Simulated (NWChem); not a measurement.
# C2H3F2NSi; SMILES FC(C#N)([SiH3])F

```xyz
9

N     -1.0124    -2.3358     0.0000
C     -0.3618    -1.3754     0.0000
C      0.3651    -0.0896     0.0000
F      1.1758    -0.0527    -1.1090
F      1.1758    -0.0527     1.1090
Si    -0.7847     1.4712     0.0000
H     -1.6175     1.4261    -1.2237
H      0.1224     2.6410     0.0000
H     -1.6175     1.4261     1.2237
```
Atoms are numbered in this order, from 1.

Results from NWChem. Pople sets run with spherical d functions. All runs use the structure optimised with B3LYP/6-31G* (spherical d).

Task: Taking PBE/6-311++G** as the yardstick, which of these has the fewest basis functions while keeping “dipole (D)” within 0.1 D of it: PBE/6-31G*; PBE/6-31+G*; PBE/3-21G; PBE/STO-3G; PBE/6-311G**?

Result: PBE/6-31+G* (a larger set in the list lies outside the tolerance).
| level | basis functions | dipole (D) | relative time (rough) |
|---|---|---|---|
| PBE/STO-3G | 37 | 2.98 | 1 |
| PBE/3-21G | 64 | 2.62 | 1 |
| PBE/6-31G* | 94 | 2.84 | 4 |
| PBE/6-31+G* | 118 | 3.16 | 8 |
| PBE/6-311G** | 134 | 2.96 | 6 |
| PBE/6-311++G** | 161 | 3.19 | 10 |

The yardstick is one finite set, not the basis-set limit.
